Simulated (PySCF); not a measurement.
# Radial density of Cu (copper, neutral)

TPSSh, [Ar] 3d9 4s1 4p1, one real determinant (an excited configuration). All numbers are calculated (PySCF 2.14, the non-relativistic Hamiltonian (point nucleus), in dyall-av2z (16s12p7d2f, 101 functions)).

```json
{"r (bohr)": "0.000898", "4πr²ρ (e/bohr)": "0.1599", "4πr²(ρα − ρβ)": "0.0001"}
{"r (bohr)": "0.00151", "4πr²ρ (e/bohr)": "0.4369", "4πr²(ρα − ρβ)": "0.0002"}
{"r (bohr)": "0.00254", "4πr²ρ (e/bohr)": "1.164", "4πr²(ρα − ρβ)": "0.0004"}
{"r (bohr)": "0.00427", "4πr²ρ (e/bohr)": "2.980", "4πr²(ρα − ρβ)": "0.0011"}
{"r (bohr)": "0.00719", "4πr²ρ (e/bohr)": "7.118", "4πr²(ρα − ρβ)": "0.0025"}
{"r (bohr)": "0.0121", "4πr²ρ (e/bohr)": "15.18", "4πr²(ρα − ρβ)": "0.0053"}
{"r (bohr)": "0.0203", "4πr²ρ (e/bohr)": "26.76", "4πr²(ρα − ρβ)": "0.0087"}
{"r (bohr)": "0.0342", "4πr²ρ (e/bohr)": "34.83", "4πr²(ρα − ρβ)": "0.0091"}
{"r (bohr)": "0.0575", "4πr²ρ (e/bohr)": "30.85", "4πr²(ρα − ρβ)": "0.0052"}
{"r (bohr)": "0.0967", "4πr²ρ (e/bohr)": "29.45", "4πr²(ρα − ρβ)": "0.0248"}
{"r (bohr)": "0.163", "4πr²ρ (e/bohr)": "39.97", "4πr²(ρα − ρβ)": "0.1148"}
{"r (bohr)": "0.274", "4πr²ρ (e/bohr)": "25.22", "4πr²(ρα − ρβ)": "0.3860"}
{"r (bohr)": "0.460", "4πr²ρ (e/bohr)": "19.52", "4πr²(ρα − ρβ)": "1.0192"}
{"r (bohr)": "0.774", "4πr²ρ (e/bohr)": "18.97", "4πr²(ρα − ρβ)": "0.9272"}
{"r (bohr)": "1.30", "4πr²ρ (e/bohr)": "5.331", "4πr²(ρα − ρβ)": "0.5634"}
{"r (bohr)": "2.19", "4πr²ρ (e/bohr)": "1.296", "4πr²(ρα − ρβ)": "0.7652"}
{"r (bohr)": "3.69", "4πr²ρ (e/bohr)": "0.4646", "4πr²(ρα − ρβ)": "0.4344"}
{"r (bohr)": "6.20", "4πr²ρ (e/bohr)": "0.06874", "4πr²(ρα − ρβ)": "0.0683"}
{"r (bohr)": "10.4", "4πr²ρ (e/bohr)": "0.001304", "4πr²(ρα − ρβ)": "0.0013"}
{"r (bohr)": "17.5", "4πr²ρ (e/bohr)": "2.625e-05", "4πr²(ρα − ρβ)": "0.0000"}
```

⟨L²⟩ = 8.02 against 12 for a pure F term, so this real determinant mixes terms.
